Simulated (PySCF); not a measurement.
**Electric field gradients and quadrupole coupling constants**

Species: C₆H₈O₄.
Geometry (GFN2-xTB, Å), atoms numbered from 1 in this order:
```xyz
18
C6H8O4 angstrom
C      3.9681    0.0534   -0.0179
O      2.6823    0.0549    0.5931
C      1.6609   -0.2516   -0.1895
O      1.7318   -0.5144   -1.3598
C      0.3459   -0.2401    0.6134
O      0.2841   -0.4308    1.7991
O     -0.6684   -0.0089   -0.1987
C     -1.9730    0.0102    0.3450
C     -3.0639   -0.5483   -0.5139
C     -2.9543    0.9327   -0.3063
H      4.2398   -0.9600   -0.3187
H      4.6595    0.4286    0.7313
H      3.9662    0.6945   -0.9016
H     -1.9819   -0.1411    1.4175
H     -3.8608   -1.0891   -0.0284
H     -2.7757   -0.9406   -1.4759
H     -2.5941    1.5275   -1.1305
H     -3.6753    1.4296    0.3234
```

Field gradients from the PBE0/pcSseg-1 density (PySCF, non-relativistic), principal values in atomic units, ordered |Vxx| ≤ |Vyy| ≤ |Vzz|:

```json
{"atom": "O2", "Vxx": "-0.6105", "Vyy": "-1.1013", "Vzz": "1.7118"}
{"atom": "O4", "Vxx": "0.6199", "Vyy": "1.0495", "Vzz": "-1.6693"}
{"atom": "O6", "Vxx": "0.6476", "Vyy": "0.9888", "Vzz": "-1.6364"}
{"atom": "O7", "Vxx": "-0.6344", "Vyy": "-1.0612", "Vzz": "1.6955"}
```

Task: Find the asymmetry η = (Vxx − Vyy)/Vzz and the couplings χ = eQV/h (234.96 MHz × Q in barn × V in au), with Q(17O) = −0.0256 b.

Result: 
```csv
atom,environment,nucleus,η,χzz (MHz),χxx (MHz),χyy (MHz)
O2,ester single-bonded oxygen,17O,0.29,-10.30,3.67,6.62
O4,ester carbonyl oxygen,17O,0.26,10.04,-3.73,-6.31
O6,ester carbonyl oxygen,17O,0.21,9.84,-3.90,-5.95
O7,ester single-bonded oxygen,17O,0.25,-10.20,3.82,6.38
```

Task: What is Vzz at O2 in SI units (1 au = 9.71736 × 10²¹ V/m²)?

Result: 1.7118 au = 16.634 × 10²¹ V/m².

Task: And the gradient at the other heavy atoms, for which no coupling is worked out here?

Result: 
```csv
atom,environment,Vzz (au),η
C1,methoxy carbon,0.501,0.04
C3,ester carbonyl carbon,0.353,0.86
C5,ester carbonyl carbon,0.340,0.96
C8,sp3 carbon bound to oxygen,0.507,0.37
C9,three-membered-ring carbon,0.191,0.10
C10,three-membered-ring carbon,0.190,0.08
```

Task: What couplings would deuterons (Q(2H) = 0.00286 b) have in place of the hydrogens, at this geometry?

Result: 
| atom | bonded to | bond length (Å) | Vzz (au) | η | χzz (kHz) |
| --- | --- | --- | --- | --- | --- |
| H11 | C1 | 1.091 | 0.2962 | 0.10 | 199 |
| H12 | C1 | 1.086 | 0.3064 | 0.08 | 206 |
| H13 | C1 | 1.092 | 0.2947 | 0.11 | 198 |
| H14 | C8 | 1.083 | 0.3068 | 0.13 | 206 |
| H15 | C9 | 1.078 | 0.3324 | 0.07 | 223 |
| H16 | C9 | 1.078 | 0.3316 | 0.07 | 223 |
| H17 | C10 | 1.078 | 0.3317 | 0.07 | 223 |
| H18 | C10 | 1.079 | 0.3324 | 0.07 | 223 |

Geometry: GFN2-xTB, one conformer, isolated molecule. GFN2-xTB bond lengths can be off by several hundredths of an ångström, more for odd bonds, and the gradients follow them. A larger basis could move these couplings by a tenth or more.

These values come from a run that also computed NMR shieldings. The run took about 80 s of CPU time (one thread, shared machine).
